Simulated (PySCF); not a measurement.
A mixed set of molecules. Computed with TDDFT B3LYP/def2-SVPD, vertical, gas phase, core orbitals frozen in the response in PySCF 2.14.0, density-fitted response routines. Geometries: GFN2-xTB; one conformer of each isolated species. Triplets are in the Tamm–Dancoff approximation. 'Strongest' means the level of largest summed f among the lowest 8 singlets; it needn't be the same kind of state in each.

Task: Rank by computed energy of the strongest computed level, lowest first.
A. `NC(F)(F)F` (CH2F3N)
B. `N#Cc1snnc1C=O` (C4HN3OS)
C. `C=C(C#N)C(=O)[SiH3]` (C4H5NOSi)
D. `n1nc(sc1)C(=O)OC` (C4H4N2O2S)
E. `F/C=C\c1ccn[nH]1` (C5H5FN2)
F. `[SiH3]S[SiH]1C[SiH2]C1` (C2H10SSi3)
G. `C=NC` (C2H5N)

Result: B (4.68 eV), C (5.08 eV), E (5.25 eV), D (5.40 eV), F (5.78 eV), G (7.95 eV), A (10.88 eV).

```tsv
SMILES	strongest (eV)	S1 (eV)	α (au)	LUMO (eV)	T1 (eV)	S1 mainly
N#Cc1snnc1C=O	4.68	3.13	85.9	-3.89	2.75	H→L (90%)
C=C(C#N)C(=O)[SiH3]	5.08	2.74	81.6	-3.25	2.28	H→L (98%)
F/C=C\c1ccn[nH]1	5.25	5.25	76.0	-1.22	3.27	H→L (97%)
COC(=O)c1nncs1	5.40	3.76	85.7	-2.59	3.40	H→L (99%)
[SiH3]S[SiH]1C[SiH2]C1	5.78	5.58	121.8	-0.38	5.30	H→L+1 (97%)
C=NC	7.95	4.87	35.2	-0.53	4.05	H→L (100%)
NC(F)(F)F	10.88	7.65	26.4	0.11	7.28	H→L (99%)
```

H and L stand for HOMO and LUMO.

- `N#Cc1snnc1C=O`: Löwdin shares by element: HOMO oxygen 44%, nitrogen 26% or more, carbon 10% or more (atoms not listed hold the other 20%); LUMO carbon 31% or more, sulfur 20%, nitrogen 11% or more (atoms not listed hold the other 39%).
- `C=C(C#N)C(=O)[SiH3]`: Löwdin shares by element: HOMO oxygen 52%, carbon 25% or more, silicon 12%; LUMO carbon 63% or more, oxygen 16% (atoms not listed hold the other 21%).
- `F/C=C\c1ccn[nH]1`: Löwdin shares by element: HOMO carbon 46% or more, nitrogen 20% or more (atoms not listed hold the other 33%); LUMO carbon 53% or more, nitrogen 11% or more (atoms not listed hold the other 36%).
- `COC(=O)c1nncs1`: Löwdin shares by element: HOMO nitrogen 75%, carbon 16% or more; LUMO carbon 31% or more, sulfur 19%, nitrogen 15% or more (atoms not listed hold the other 36%).
- `[SiH3]S[SiH]1C[SiH2]C1`: Löwdin shares by element: HOMO sulfur 64%, silicon 16% or more, carbon 6% or more; LUMO (one of a set within 0.03 eV) silicon 34% or more, carbon 19% (atoms not listed hold the other 47%).
- `C=NC`: Löwdin shares by element: HOMO nitrogen 60%, carbon 24%, hydrogen 6% or more; LUMO carbon 38% or more, nitrogen 37%, hydrogen 16% or more.
- `NC(F)(F)F`: Löwdin shares by element: HOMO nitrogen 68%, fluorine 10% or more, carbon 6%, hydrogen 6% or more; LUMO hydrogen 42%, carbon 22%, nitrogen 18% (atoms not listed hold the other 17%).
